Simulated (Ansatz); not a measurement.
Input file for Ansatz (a program for electronic structure): U-wB97X-V/cc-pVTZ on BH3Se (SMILES B[SeH]), a point of a bond scan (R = 2.947 Å).

Ansatz 0.2 input:
```yaml
crystal:
  periodic: [false, false, false]
  atoms:
    - {symbol: B, position_ang: [0.45012458, -0.03983348, -1.50253169]}
    - {symbol: H, position_ang: [-0.28917233, -0.55999492, -2.27043345]}
    - {symbol: H, position_ang: [1.48655015, 0.43721308, -1.81939992]}
    - {symbol: Se, position_ang: [-0.13171131, -0.01087557, 0.31515847]}
    - {symbol: H, position_ang: [2.19207901, 1.39431283, 1.45904933]}
basis:
  gaussian:
    orbitals: cc-pVTZ
hamiltonian:
  xc: {name: wB97X-V}
magnetization: {spin_polarized: true, initial_magnetization: 0}
```

### Question
Give the final energy of this run.

### Answer
-2427.9077 hartree. Its determinant has ⟨S²⟩ = 0.91, a mixture of spin states.

### Question
How many basis functions does it have, and what does it roughly cost on one machine?

### Answer
115 functions; very roughly 30 core-seconds.
